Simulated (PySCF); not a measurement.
Os(O)4, SMILES [O]=[Os](=[O])(=[O])=[O] (PBE0/def2-SVP optimised geometry):

```
5

Os    -0.564    -0.798     0.000
O     -1.129    -1.596     1.382
O     -1.129     0.798     0.000
O     -1.128    -1.597    -1.382
O      1.129    -0.798     0.000
```

Method: PySCF with PBE0/def2-TZVP, def2 effective core potentials past Kr.

**Question.** What are the frontier orbital energies and the dipole moment?

**Answer.** HOMO-2 -10.56 eV, HOMO-1 -10.56 eV, HOMO -10.56 eV, LUMO -4.23 eV, LUMO+1 -4.22 eV; dipole moment 0.00 D.

On the same geometry PBE/def2-TZVP, def2 effective core potentials past Kr (PySCF) gives HOMO-2 -8.95 eV, HOMO-1 -8.95 eV, HOMO -8.95 eV, LUMO -4.73 eV, LUMO+1 -4.73 eV; dipole moment 0.00 D.
